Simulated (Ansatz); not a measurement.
Basis sets compared for Al4H5⁺. Total charge 1; singlet. Geometry B3LYP-D4/def2-SVP. Ansatz on 4 threads of Arm Neoverse V1 on a shared host; times are rough, and most runs start from earlier orbitals.

```xyz
9

Al   -0.3750    0.2000    0.3133
Al    0.3113    0.6852   -2.6721
Al    0.8467    1.4359    2.6212
Al    0.0716   -2.6677   -0.7842
H    -0.8819    1.0137    1.6857
H    -0.6809    1.1835   -0.9745
H     0.3693   -0.8658   -1.4825
H    -0.8603   -1.3689    0.4660
H     1.1992    0.3842    0.8270
```

The restricted singlet is unstable towards broken spin symmetry in Hartree–Fock (as tested in another run); at PBE-D4/def2-SVP, PBE-D4/def2-TZVP, PBE0-D4/def2-SVP, PBE0-D4/def2-TZVP this wasn't settled. Another isomer (singlet) lies 0.63 eV lower at PBE0-D4/def2-TZVP; other spin states weren't run for this one.

| level | functions | energy (Eh) | HOMO (eV) | LUMO (eV) | wall time |
| --- | --- | --- | --- | --- | --- |
| PBE-D4/def2-SVP | 97 | -971.5643 | -9.55 | -7.06 | 0.85 s |
| PBE0-D4/def2-SVP | 97 | -971.6553 | -10.37 | -6.35 | 1.1 s |

(1) Estimate the rows for PBE-D4/def2-TZVP (with forces), PBE0-D4/def2-TZVP.

Results:

(1) 
```
                         level  functions  energy (Eh)  HOMO (eV)  LUMO (eV)  wall time
PBE-D4/def2-TZVP (with forces)        178    -971.9124      -9.54      -7.06      1.9 s
             PBE0-D4/def2-TZVP        178    -971.9979     -10.35      -6.35      2.6 s
```
